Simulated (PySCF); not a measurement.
**How methods differ on the ionisation energy of Ne⁺**

Ne⁺ [He] 2s2 2p5 (2P) → Ne²⁺ [He] 2s2 2p4 (3P), as a difference of total energies. All numbers are calculated (PySCF 2.14, the spin-free X2C one-electron Hamiltonian (Gaussian nucleus), in Sapporo-DZP-2012). Correlated levels: valence: 1s2 frozen. The calculations carry no spin-orbit coupling.

**Question.** Order these methods by the ionisation energy they give, lowest first.
A. r2SCAN
B. MP2 (valence)
C. SCS-MP2 (valence)
D. M06-2X

**Answer.** C (40.496 eV), B (40.560 eV), D (41.189 eV), A (41.241 eV).

Errors of the correlated levels include the incompleteness of this basis and the frozen core.

For comparison: 40.963 eV (measured; NIST Atomic Spectra Database, ionization energies).
